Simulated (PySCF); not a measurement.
Broadened absorption spectrum of C5H10GaNO2

C5H10GaNO2.
Z-matrix (Å and degrees, PBE0-D3(BJ)/def2-SVP geometry), rows numbered from 1:
```
C 
N   1  1.4345
C   2  1.4343  1  114.05
Ga  2  1.8312  1  122.35  3   179.29
O   4  1.9671  2  106.57  1   -46.96
C   5  1.2633  4  126.20  2    97.43
C   6  1.3983  5  126.72  4     6.16
C   7  1.3977  6  122.29  5     2.16
O   8  1.2635  7  126.70  6    -2.14
H   1  1.1016  2  111.32  3   179.80
H   1  1.1106  2  112.37  3   -60.27
H   1  1.1105  2  112.33  3    59.94
H   3  1.1016  2  111.04  1  -179.80
H   3  1.1106  2  112.42  1    60.21
H   3  1.1105  2  112.32  1   -59.93
H   4  1.5514  2  125.55  1  -179.08
H   6  1.1059  5  115.53  4  -174.27
H   7  1.0898  6  118.80  5   179.82
H   8  1.1058  7  117.81  6   177.47
```

Theory: TDDFT PBE0/def2-SVPD, vertical, gas phase, core orbitals frozen in the response (PySCF 2.14.0, density-fitted response routines). The PBE0/def2-SVPD calculation is non-relativistic and has no spin–orbit coupling, an omission that weighs most on gallium.

Each state is given a Gaussian of 0.25 eV full width at half maximum, with ε(max) = 2.175×10⁸ f / Δν̃ (Δν̃ the width in cm⁻¹). The width is an assumption, not a result. The curve ends short of the highest state used, and states not computed would add to its high-energy end.

```json
{"E (eV)": "2.34", "ε (L mol⁻¹ cm⁻¹)": "4"}
{"E (eV)": "2.48", "ε (L mol⁻¹ cm⁻¹)": "162"}
{"E (eV)": "2.61", "ε (L mol⁻¹ cm⁻¹)": "1129"}
{"E (eV)": "2.75", "ε (L mol⁻¹ cm⁻¹)": "1710"}
{"E (eV)": "2.89", "ε (L mol⁻¹ cm⁻¹)": "455"}
{"E (eV)": "3.03", "ε (L mol⁻¹ cm⁻¹)": "21"}
{"E (eV)": "3.17", "ε (L mol⁻¹ cm⁻¹)": "0"}
{"E (eV)": "3.31", "ε (L mol⁻¹ cm⁻¹)": "0"}
{"E (eV)": "3.44", "ε (L mol⁻¹ cm⁻¹)": "0"}
{"E (eV)": "3.58", "ε (L mol⁻¹ cm⁻¹)": "0"}
{"E (eV)": "3.72", "ε (L mol⁻¹ cm⁻¹)": "0"}
{"E (eV)": "3.86", "ε (L mol⁻¹ cm⁻¹)": "0"}
{"E (eV)": "4.00", "ε (L mol⁻¹ cm⁻¹)": "0"}
{"E (eV)": "4.14", "ε (L mol⁻¹ cm⁻¹)": "13"}
{"E (eV)": "4.27", "ε (L mol⁻¹ cm⁻¹)": "144"}
{"E (eV)": "4.41", "ε (L mol⁻¹ cm⁻¹)": "1290"}
{"E (eV)": "4.55", "ε (L mol⁻¹ cm⁻¹)": "7808"}
{"E (eV)": "4.69", "ε (L mol⁻¹ cm⁻¹)": "9959"}
{"E (eV)": "4.83", "ε (L mol⁻¹ cm⁻¹)": "2253"}
{"E (eV)": "4.97", "ε (L mol⁻¹ cm⁻¹)": "92"}
{"E (eV)": "5.10", "ε (L mol⁻¹ cm⁻¹)": "31"}
{"E (eV)": "5.24", "ε (L mol⁻¹ cm⁻¹)": "71"}
{"E (eV)": "5.38", "ε (L mol⁻¹ cm⁻¹)": "138"}
{"E (eV)": "5.52", "ε (L mol⁻¹ cm⁻¹)": "2366"}
```

Q: Locate the maxima and give the states behind the curve.

A: 457 nm (2.71 eV), ε about 1800, made up of S1 (100%); 267 nm (4.64 eV), ε about 11000, made up of S3 (100%); 236 nm (5.25 eV), ε about 71, made up of S4 (98%) (hardly more than a shoulder) (ε in L mol⁻¹ cm⁻¹; maxima over ε = 5, shares over 10%). At its high-energy end, 5.52 eV, the curve is still rising (ε about 2400, from S6 and S7). The states used: S1 2.71 eV (f 0.017); S2 4.40 eV (f 0.0022); S3 4.64 eV (f 0.103); S4 5.24 eV (f 0.0006); S5 5.61 eV (f 0.0001); S6 5.66 eV (f 0.011); S7 5.71 eV (f 0.078); S8 5.75 eV (f 0.017); S9 5.95 eV (f 0.048); S10 6.12 eV (f 0.014).

Q: What would ε be at 4.64 eV, the highest of these maxima, with half the width (0.125 eV)?

A: About 22200 L mol⁻¹ cm⁻¹ against 11100, a factor of about 2.00; a lone state at its own centre would give exactly 2.

Q: Coming from long wavelengths, where does ε first pass 100 L mol⁻¹ cm⁻¹?

A: At about 504 nm (2.46 eV), 0.25 eV below S1.

Q: Does any computed singlet lie in the visible range?

A: S1 lies in the visible range (380 to 750 nm), at 457 nm, f = 0.017; light of that wavelength is blue, and its complementary colour is yellow; a Tamm–Dancoff triplet lies at 475 nm, without intensity as long as spin–orbit coupling is left out.

All these states lie below the vertical ionisation energy of 7.56 eV (ΔSCF).

One conformer stands for the species.
